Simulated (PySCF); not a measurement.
Electron correlation in Se (selenium, neutral)

[Ar] 3d10 4s2 4p4, high-spin 3P determinant. All numbers are calculated (PySCF 2.14, the spin-free X2C one-electron Hamiltonian (Gaussian nucleus), in jorge-DZP-DKH (8s6p2d1f, 43 functions)). Frozen: [Ar] 3d10; 6 electrons correlated.

MP2 pair energies summed by pair of shells (mhartree):

```csv
pair,energy,share (%)
4s-4p,-16.94,51.7
4p-4p,-10.90,33.2
4s-4s,-4.96,15.1
```

Total MP2 correlation energy: -32.80 mhartree.

Same-spin part -6.74 and opposite-spin part -26.06 mhartree; SCS-MP2 scales them by 1/3 and 6/5 to -33.52 mhartree.

```tsv
level	correlation energy (mhartree)
CCSD	-39.20
(T)	-0.29
CCSD(T)	-39.49
```

Diagnostics: T1 = 0.0022, D1 = 0.0043, largest double amplitude 0.037.

Cost of the coupled-cluster step: 0.32 s of wall time on 1 thread of Neoverse-V2 (shared host), for 6 correlated electrons.

Iterations:

```
CC2 = 0
CCSD nocc = (np.int64(4), np.int64(2)), nmo = (29, 29)
frozen orbitals [[0, 1, 2, 3, 4, 5, 6, 7, 8, 9, 10, 11, 12, 13], [0, 1, 2, 3, 4, 5, 6, 7, 8, 9, 10, 11, 12, 13]]
max_cycle = 100
direct = 0
conv_tol = 1e-08
conv_tol_normt = 1e-06
diis_space = 8
diis_start_cycle = 0
Init t2, MP2 energy = -0.0328043327032648
Init E_corr(UCCSD) = -0.0328043327147469
cycle = 1  E_corr(UCCSD) = -0.0379195060635472  dE = -0.00511517335  norm(t1,t2) = 0.0191887
cycle = 2  E_corr(UCCSD) = -0.0389130034045297  dE = -0.000993497341  norm(t1,t2) = 0.00461988
cycle = 3  E_corr(UCCSD) = -0.0392109853601445  dE = -0.000297981956  norm(t1,t2) = 0.00135457
cycle = 4  E_corr(UCCSD) = -0.0392044634915738  dE = 6.52186857e-06  norm(t1,t2) = 0.000211798
cycle = 5  E_corr(UCCSD) = -0.0392049800263746  dE = -5.16534801e-07  norm(t1,t2) = 5.17418e-05
cycle = 6  E_corr(UCCSD) = -0.0392048907178417  dE = 8.9308533e-08  norm(t1,t2) = 6.60453e-06
cycle = 7  E_corr(UCCSD) = -0.0392049234498063  dE = -3.27319647e-08  norm(t1,t2) = 6.80623e-07
cycle = 8  E_corr(UCCSD) = -0.0392049191089516  dE = 4.34085475e-09  norm(t1,t2) = 1.40908e-07
UCCSD converged
E(UCCSD) = -2427.972015264761  E_corr = -0.03920491910895156
UCCSD(T) correction = -0.000290287755425436
```
